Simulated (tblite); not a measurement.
Compound: C3H12N2OSi2.
Geometry (GFN2-xTB, Å), atoms numbered from 1 in this order:
```
atom  x, y, z in Å
C1    -2.7373   -0.8876   -0.2685
C2    -1.5470   -0.1059   -0.8151
C3    -1.6694    1.3833   -0.5125
O4    -0.3807   -0.6309   -0.2427
Si5    1.1372   -0.2752   -0.6265
N6     2.2191   -1.3592    0.1782
Si7    3.2062   -0.1273    0.8867
N8     1.9804    0.9457    0.2780
H9    -3.6596   -0.5414   -0.7272
H10   -2.6110   -1.9463   -0.4782
H11   -2.7991   -0.7529    0.8081
H12   -1.4891   -0.2440   -1.9059
H13   -0.8152    1.9112   -0.9281
H14   -1.6787    1.5369    0.5635
H15   -2.5842    1.7841   -0.9414
H16    1.3225   -0.1474   -2.0729
H17    2.3538   -2.3455    0.0752
H18    4.5023    0.0230    0.2294
H19    3.2716   -0.1563    2.3421
H20    1.9731    1.9462    0.2126
```

Computed with GFN2-xTB (tblite): harmonic, unscaled wavenumbers at the GFN2-xTB geometry, gas phase. This tight-binding method is rough: wavenumbers can miss measured ones by several per cent, in bad cases by 10 to 20. Modes of hydrogen on silicon can be 10 to 20 % off. One conformer, not necessarily the lowest.

Harmonic wavenumbers (cm⁻¹): 30.1, 46.6, 78.6, 130.2, 178.7, 191.1, 199.8, 220.7, 231.7, 332.7, 382.9, 401.3, 446.6, 455.5, 472.3, 535.7, 554.0, 630.4, 740.0, 758.3, 772.9, 783.5, 851.2, 881.3, 911.1, 938.6, 952.9, 970.7, 1062.4, 1066.3, 1116.1, 1150.9, 1165.5, 1183.9, 1323.4, 1330.2, 1390.3, 1402.3, 1471.6, 1480.8, 1487.6, 1498.9, 2232.6, 2244.9, 2289.5, 2847.1, 3036.1, 3040.7, 3042.6, 3046.3, 3048.1, 3050.2, 3526.4, 3555.2.

A = 3767, B = 742.1, C = 677.2 MHz; mass 148.049 u (most abundant isotopes); point group C1, symmetry number 1.

Q: Zero-point energy?

A: ½Σν̃ = 33585 cm⁻¹ = 96.02 kcal/mol.

Q: Give the ideal-gas entropy at 500 K and 1 bar in the rigid-rotor, harmonic-oscillator model (classical rotation).

A: Translation 43.48, rotation 31.06, vibration 61.31: S = 135.9 cal/(mol K).

Q: And Cp and H(500 K) − H(0)?

A: Cp = 63.66 cal/(mol K), of which vibrations give 55.71 (their classical limit is 54 R = 107.3); H(500 K) − H(0) = 19.18 kcal/mol without the zero-point energy, 15.20 from vibrations.

Q: Blend soft modes into free rotors: weight 1/[1 + (100 cm⁻¹/ν̃)⁴] for the oscillator and the rest for a rotor with moment μB/(μ + B), μ = h/(8π²ν), B = 10⁻⁴⁴ kg m². What vibrational entropy results?

A: 55.96 cal/(mol K) in place of 61.31, which changes −T·S at 500 K by +2.68 kcal/mol.

Q: How do the functions run with temperature in this model?

A: 
| T (K) | S (cal/(mol K)) | Cp (cal/(mol K)) | H − H(0) (kcal/mol) | G − H(0) (kcal/mol) | ln q(vib) |
| --- | --- | --- | --- | --- | --- |
| 50 | 61.3 | 14.6 | 0.55 | -2.51 | 1.00 |
| 100 | 73.6 | 21.5 | 1.46 | -5.90 | 2.62 |
| 298.15 | 107.9 | 45.0 | 8.10 | -24.07 | 9.18 |
| 373.15 | 118.8 | 52.7 | 11.76 | -32.58 | 11.59 |
| 750 | 164.7 | 78.5 | 37.10 | -86.44 | 22.86 |
| 1000 | 188.7 | 88.2 | 58.03 | -130.71 | 29.49 |

q(vib) and H(0) count from the zero-point level.

Q: Which modes carry the vibrational entropy at 500 K?

A: 30.1 cm⁻¹: 6.85; 46.6 cm⁻¹: 5.98; 78.6 cm⁻¹: 4.95; 130.2 cm⁻¹: 3.95; 178.7 cm⁻¹: 3.33; 191.1 cm⁻¹: 3.20 cal/(mol K); the other 48 give 33.06 together.

Q: What must be added to the electronic energy to get the Gibbs energy at 500 K and 1 bar?

A: ZPE + [H(500 K) − H(0)] − T·S = 96.02 + 19.18 − 67.93 = 47.27 kcal/mol.

Hindered rotation and anharmonicity are outside this model. Other conformers, if any are populated, would add a mixing term that is left out. The structure is chiral; the term R ln 2 for an equal mix with its mirror image is left out.
